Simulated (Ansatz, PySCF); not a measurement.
Dissociation curve of SMILES CF (CH3F). The C1–H5 bond (C1 also carries F, H, H; H5 carries nothing else) is stretched with both fragments frozen at the PBE0/def2-TZVP optimised geometry.

RKS-PBE = restricted PBE/def2-TZVP run with Ansatz (a first-principles code); UKS-PBE = unrestricted PBE/def2-TZVP (Ansatz); RKS-M06-2X = PySCF with restricted M06-2X/def2-TZVP; UCCSD(T) = CCSD(T) on UHF/def2-TZVP, 2 core orbitals frozen in PySCF 2.14.0.

Energies relative to the lowest point of each curve near equilibrium, in kcal/mol; the last columns give the difference from UCCSD(T):

| R / Å | RKS-PBE | UKS-PBE | RKS-M06-2X | UCCSD(T) | RKS-PBE − UCCSD(T) | UKS-PBE − UCCSD(T) | RKS-M06-2X − UCCSD(T) |
|---|---|---|---|---|---|---|---|
| 0.87 | 31.1 | 31.1 | 29.6 | 30.2 | 0.9 | 0.9 | -0.6 |
| 0.92 | 17.0 | 17.0 | 15.8 | 16.3 | 0.8 | 0.8 | -0.4 |
| 0.97 | 8.0 | 8.0 | 7.1 | 7.4 | 0.6 | 0.6 | -0.3 |
| 1.02 | 2.7 | 2.7 | 2.2 | 2.3 | 0.4 | 0.4 | -0.2 |
| 1.07 | 0.3 | 0.3 | 0.2 | 0.2 | 0.1 | 0.1 | 0.0 |
| 1.09 | 0.0 | 0.0 | 0.0 | 0.0 | 0.0 | 0.0 | 0.0 |
| 1.14 | 0.4 | 0.4 | 0.9 | 0.8 | -0.3 | -0.3 | 0.1 |
| 1.17 | 1.4 | 1.4 | 2.2 | 1.9 | -0.5 | -0.5 | 0.2 |
| 1.20 | 2.8 | 2.8 | 3.9 | 3.6 | -0.7 | -0.7 | 0.3 |
| 1.28 | 8.2 | 8.2 | 10.0 | 9.4 | -1.3 | -1.3 | 0.6 |
| 1.37 | 15.9 | 15.9 | 18.8 | 17.8 | -1.9 | -1.9 | 1.0 |
| 1.49 | 27.5 | 27.5 | 31.9 | 30.2 | -2.7 | -2.7 | 1.7 |
| 1.64 | 42.4 | 42.4 | 48.7 | 45.7 | -3.4 | -3.4 | 3.0 |
| 1.82 | 59.2 | 59.2 | 67.9 | 63.4 | -4.2 | -4.2 | 4.6 |
| 1.97 | 71.7 | 71.7 | 82.5 | 76.0 | -4.3 | -4.3 | 6.5 |
| 2.18 | 86.7 | 86.7 | 100.6 | 90.5 | -3.7 | -3.7 | 10.1 |
| 2.38 | 98.6 | 96.4 | 115.2 | 100.3 | -1.7 | -3.9 | 14.9 |
| 2.68 | 112.4 | 103.4 | 133.1 | 107.3 | 5.2 | -3.9 | 25.9 |
| 2.92 | 120.7 | 105.8 | 144.5 | 109.1 | 11.6 | -3.3 | 35.4 |
| 3.30 | 130.0 | 107.3 | 158.3 | 110.0 | 20.0 | -2.7 | 48.3 |
| 3.80 | 137.4 | 107.9 | 170.6 | 110.3 | 27.1 | -2.4 | 60.3 |

RKS-PBE is furthest from UCCSD(T) at 3.80 (27.1 kcal/mol, above); its mean absolute difference over the points is 4.4 kcal/mol.

UKS-PBE is furthest from UCCSD(T) at 1.97 (-4.3 kcal/mol, below); its mean absolute difference over the points is 2.0 kcal/mol.

RKS-M06-2X is furthest from UCCSD(T) at 3.80 (60.3 kcal/mol, above); its mean absolute difference over the points is 10.2 kcal/mol.

The restricted form behind RKS-PBE, RKS-M06-2X keeps the bonding electrons paired and can't separate into open-shell fragments. The unrestricted determinant behind UKS-PBE is spin-contaminated at 2.38 to 3.80 Å (<S²> up to 1.0, against 0.00 for a pure singlet). The unrestricted determinant behind UCCSD(T) is spin-contaminated at 1.82 to 3.80 Å (<S²> up to 1.0, against 0.00 for a pure singlet).
